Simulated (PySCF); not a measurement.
Excitations are Tamm–Dancoff values on a coarser integration grid. The basis has no diffuse functions, so Rydberg states are missing or too high.

H₂AlBrS₂, SMILES `[SH][Al]([SH])[Br]` (H–S–Al–Br torsion -180°, Br–Al–S–H torsion -180°) (charge 0, multiplicity 1)

The numbers are results of r2SCAN-D4/def2-TZVP (PySCF), not measurements.

```
Item                                          Value
----------------------  ---------------------------
HOMO                                       -7.03 eV
dipole moment                                2.03 D
HOMO–LUMO gap                               5.67 eV
LUMO                                       -1.36 eV
S1 excitation (TDA)                         5.64 eV
S1 oscillator strength                        0.000
T1 excitation (TDA)                         5.19 eV
S1–T1 gap (TDA)                             0.46 eV
total energy                          -3614.2799 Ha
cost                    very roughly 4 core-minutes
```

```xyz
6

S     -1.8781    -0.3833     0.3637
Al    -0.0502     0.6942    -0.1064
S      1.9200    -0.2072    -0.2771
Br    -0.2092     2.9069    -0.4411
H     -1.2513    -1.5698     0.4626
H      1.4676    -1.4457    -0.0090
```
Charge 0, spin multiplicity 1.
